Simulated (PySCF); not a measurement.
H₃MnO₅, multiplicity 1.

```xyz
9

Mn     0.0985    -0.1028     0.0972
O      1.3343    -0.8128    -0.4783
O      0.3849     0.4679     1.5169
O     -1.1821     0.1630    -1.1708
H     -1.0377     1.0889    -1.4439
O     -1.0274    -1.4053     0.5186
H     -1.7381    -1.4176    -0.1481
O      0.4341     1.6750    -0.5200
H      0.7631     2.1966     0.2305
```

The structure is a stationary point at B3LYP-D3(BJ)/def2-SVP. The multiplicity is an assumed one; other spin states were not compared. One conformer was computed; it need not be the lowest.

These are HF/pcSseg-1 run with PySCF values and carry that method's errors. Non-relativistic, no solvent.

Computed absolute GIAO shielding of each atom: isotropic value and principal components (ppm):
| atom | σ(iso) | σ11 | σ22 | σ33 | span |
|---|---|---|---|---|---|
| Mn1 | -308901.9 | -871967.0 | -32222.1 | -22516.6 | 849450.4 |
| O2 | -107086.5 | -338668.0 | -8784.8 | 26193.3 | 364861.3 |
| O3 | -175241.9 | -541119.5 | 291.6 | 15102.1 | 556221.6 |
| O4 | -2963.9 | -9363.1 | -824.5 | 1295.9 | 10659.0 |
| H5 | -294.4 | -1582.2 | 68.4 | 630.7 | 2212.9 |
| O6 | -477.0 | -4854.5 | 599.4 | 2824.1 | 7678.5 |
| H7 | -240.7 | -1462.4 | 67.5 | 672.7 | 2135.1 |
| O8 | 16760.8 | -3797.8 | 1325.7 | 52754.5 | 56552.3 |
| H9 | 760.7 | -82.6 | -2.7 | 2367.5 | 2450.1 |
